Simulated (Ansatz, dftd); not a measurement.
Reaction: BGeH4 (SMILES [BH2][GeH2], doublet) → BGeH4 (SMILES [BH][GeH3], doublet)
Each species at its own B3LYP-D3(BJ)/def2-TZVP minimum (Ansatz, a first-principles code).

Property: isomerisation energy (electronic), in kJ/mol. Open shells are spin-unrestricted; no spin-orbit coupling. Correlated methods leave the cores frozen (noble-gas shells, and filled d and f shells in the p block). No relativity. CBS(X,Y): correlation extrapolated as X^-3, Hartree-Fock from the larger set. A bracket is a step between two methods taken in the basis named.

| level | program | isomerisation energy (kJ/mol) | difference against the last row |
|---|---|---|---|
| PBE-D3(BJ)/def2-TZVPD | Ansatz + dftd3 | 136.0 | 8.3 |
| CAM-B3LYP-D4/def2-TZVPD | Ansatz + dftd4 | 128.9 | 1.2 |
| CCSD/cc-pVQZ | Ansatz | 124.6 | -3.1 |
| CCSD(T)/cc-pVQZ | Ansatz | 127.5 | -0.2 |
| CCSDT(Q)/cc-pVDZ | Ansatz | 121.3 | -6.4 |
| CCSDT(Q)/cc-pVTZ | Ansatz | 127.5 | -0.2 |
| CCSD(T)/CBS(cc-pVTZ,cc-pVQZ) + [CCSDT(Q) - CCSD(T)]/cc-pVTZ | Ansatz | 127.7 | 0.0 |
